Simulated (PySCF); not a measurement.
Au2O(H2O)2: one run

Au2O(H2O)2 (singlet). PySCF 2.14.0, RKS CAM-B3LYP, Au def2-SVP with ECP60, O def2-SVP, H def2-SVP; non-relativistic Hamiltonian with scalar-relativistic core potentials where named; density fitting; no spin-orbit coupling. Purpose: singlet excitations, Tamm-Dancoff CAM-B3LYP.

```python
mol = gto.M(atom='''
Au    -0.00000    -0.07056     1.91309
Au    -0.00000     0.07056    -1.91309
O      0.00000     0.00000     0.00000
O      0.00000    -0.17811     4.05771
H      0.77663     0.31419     4.38864
H     -0.77663     0.31419     4.38864
O      0.00000     0.17811    -4.05771
H      0.77663    -0.31419    -4.38864
H     -0.77663    -0.31419    -4.38864''',
    basis={'Au': 'def2-SVP', 'O': 'def2-SVP', 'H': 'def2-SVP'},
    ecp={'Au': 'def2-SVP'},
    charge=0, spin=0)
mf = dft.RKS(mol, xc='CAMB3LYP')
mf.grids.atom_grid = (50, 194)
mf = mf.density_fit()  # fitting sets: Au def2-universal-JKFIT, O def2-universal-JKFIT, H def2-universal-JKFIT
mf.conv_tol = 1e-08; mf.max_cycle = 55
mf.kernel(dm0)  # dm0: converged density of the relaxed state
td = mf.TDA(); td.nstates = 8; td.kernel()
```

Run from Python with OMP_NUM_THREADS=2; the lines above give its settings. Where DIIS fails, smearing, a level shift and second-order steps follow.
It took 2.5 min on 2 threads of Arm Neoverse V1, on a shared host, from an already converged density.

Q: Where do the frontier levels lie, over both spins?

A: HOMO -5.97 eV, LUMO -0.08 eV. 

Q: What does the SCF print?

A: 
```
init E= -499.158092736402
cycle= 1 E= -499.162951764181  delta_E= -0.00486  |g|= 0.0837  |ddm|= 0.322
cycle= 2 E= -499.160204647741  delta_E= 0.00275  |g|= 0.146  |ddm|= 0.181
cycle= 3 E= -499.164335620053  delta_E= -0.00413  |g|= 0.0215  |ddm|= 0.114
cycle= 4 E= -499.164422520532  delta_E= -8.69e-05  |g|= 0.00466  |ddm|= 0.0174
...
cycle= 7 E= -499.164429606319  delta_E= -6.8e-08  |g|= 0.000106  |ddm|= 0.00107
cycle= 8 E= -499.164429611014  delta_E= -4.7e-09  |g|= 3.01e-05  |ddm|= 0.000222
Extra cycle  E= -499.164429611427  delta_E= -4.13e-10  |g|= 3.23e-05  |ddm|= 8.49e-05
converged SCF energy = -499.164429611427
```

Q: What are the Mulliken charges and spins?

A: 
```csv
atom,charge (e),spin (e)
Au1,0.100,0.000
Au2,0.100,0.000
O3,-0.703,0.000
O4,-0.207,0.000
H5,0.229,0.000
H6,0.229,0.000
O7,-0.207,0.000
H8,0.229,0.000
H9,0.229,0.000
```

Q: Which singlet excitations follow (Tamm-Dancoff, 8 states)?

A: 
```json
{"state": "1", "eV": "2.78", "oscillator strength": "0.0146"}
{"state": "2", "eV": "2.86", "oscillator strength": "0.0149"}
{"state": "3", "eV": "3.92", "oscillator strength": "0.0000"}
{"state": "4", "eV": "4.00", "oscillator strength": "0.0000"}
{"state": "5", "eV": "4.24", "oscillator strength": "0.1607"}
{"state": "6", "eV": "4.86", "oscillator strength": "0.0000"}
{"state": "7", "eV": "4.93", "oscillator strength": "0.0000"}
{"state": "8", "eV": "5.00", "oscillator strength": "0.0000"}
```

The geometry was relaxed with TPSS (Au def2-SVP with ECP60, O def2-SVP, H def2-SVP).
